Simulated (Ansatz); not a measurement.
`C#[C][SnH2][O]C` + CH₄ → `C#[C][SnH2][CH3]` + CH₃OH at 600 K and 1 bar (formal exchange of groups at the Sn–O bond).

Isolated molecules relaxed with PBE0-D4/def2-TZVP in Ansatz; ΔE leaves out vibrations. CCSD(T)/CBS adds triple-zeta CCSD(T) − MP2 to the extrapolated MP2 energy (def2 sets, frozen cores). This one scheme is used for every species. def2 core potentials past Kr. For Sn outer-core shells are correlated without core-valence functions, which leaves a few kJ/mol of doubt a bond. One conformer a species, not always the lowest.

| species | CCSD(T)/CBS energy (Eh) | H − E (kJ/mol) | S (J/(mol·K)) |
| --- | --- | --- | --- |
| `C#[C][SnH2][O]C` | -406.88720 | 261.2 | 478.2 |
| CH₄ | -40.46206 | 140.4 | 215.7 |
| `C#[C][SnH2][CH3]` | -331.71794 | 239.9 | 439.6 |
| CH₃OH | -115.61712 | 163.6 | 277.3 |

H − E and S are ideal-gas, rigid-rotor, harmonic terms from PBE0-D4/def2-TZVP, for one conformer and one mirror image of each species. 1 Eh = 2625.50 kJ/mol, R = 8.31446 J/(mol·K).

**Question.** By hand: ΔE, ΔH, ΔS and ΔG.

**Answer.** ΔE = (-331.71794) + (-115.61712) − (-406.88720) − (-40.46206) = 0.01420 Eh = 37.3 kJ/mol. Δ(H − E) = 239.9 + 163.6 − 261.2 − 140.4 = 1.9, so ΔH = 39.2 kJ/mol. ΔS = 439.6 + 277.3 − 478.2 − 215.7 = 23.0 J/(mol·K). ΔG = 39.2 − 600 × (23.0)/1000 = 25.4 kJ/mol.

**Question.** By hand: the equilibrium constant, and the temperature at which ΔG would vanish if ΔH and ΔS stayed fixed.

**Answer.** log₁₀ K = −ΔG/(RT ln 10) = -2.2. ΔG = 0 at ΔH/ΔS = 1704 K.

TΔS isn't small against ΔH here. A doubt of 5 kJ/mol in ΔE shifts log₁₀ K by 0.4 here. Other conformers and mirror images would add mixing entropy, several J/(mol·K) or more a flexible species. Modes under 60 cm⁻¹, often nearly free rotors, make the harmonic entropy too high. These are equilibria of isolated gas molecules and say nothing of rates. Largest T1 diagnostic: 0.014 (customary marks: 0.02 for closed shells, 0.045 for open ones).
